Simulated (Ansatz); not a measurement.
Ansatz results at the PBE0-D4/def2-TZVP geometry: zero-point energy (PBE0-D4/def2-TZVP) 220.5 kJ/mol; HOMO energy (B3LYP/def2-TZVPP) -7.66 eV; LUMO energy (ωB97M-V/def2-TZVPP) 0.20 eV.

(1) Which molecule gave them?
A. `S[CH2][GaH2]`
B. `B/C(C)=C/F`
C. `B1OCS1`
D. `[F][AlH][SiH2]Cl`

Results:

(1) B. The others give `B1OCS1`: 122.1, -7.42, 1.67; `[F][AlH][SiH2]Cl`: 73.5, -7.66, -0.34; `S[CH2][GaH2]`: 130.6, -6.72, 0.96.

B3LYP here is the variant with VWN-RPA as its local correlation; programs differ in this.
